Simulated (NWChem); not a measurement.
# ZrF3 cation; SMILES [Zr+]([F])([F])[F]

Results from NWChem. Medium grid unless said otherwise, to which SCAN and Minnesota functionals are sensitive. Geometry: optimised at PBE0/def2-SVP. This spin state was assumed; another may lie lower. def2 effective core potentials on Zr; no spin-orbit coupling. Hybrids' shares of exact exchange are those that their runs print; pure functionals count as 0. The functionals differ in more than this share.

| row | share of exact exchange | highest occupied level (eV) |
|---|---|---|
| PBE/def2-TZVP | 0.00 | -16.26 |
| HCTH/407/def2-TZVP | 0.00 | -16.51 |
| B3LYP/def2-TZVP | 0.20 | withheld |
| M06-2X/def2-TZVP | 0.54 | -20.30 |
| Hartree-Fock/def2-TZVP | 1.00 | -23.38 |

Fit a straight line of the last column on the one before it, predict the withheld value, and compare with the run.


1. Means of the 4 shown rows: x = 0.385, y = -19.113. Slope Σ(x − x̄)(y − ȳ)/Σ(x − x̄)² = -4.909/0.6987 = -7.026; intercept -16.407.
2. The shown rows scatter about the line by 0.106 (root mean square); the largest residual is +0.15, at PBE/def2-TZVP.
3. At x = 0.20 (B3LYP/def2-TZVP; inside the shown range) the line gives -17.81.
4. The run gives -17.95, -0.14 from the line, 1.3 times the scatter.
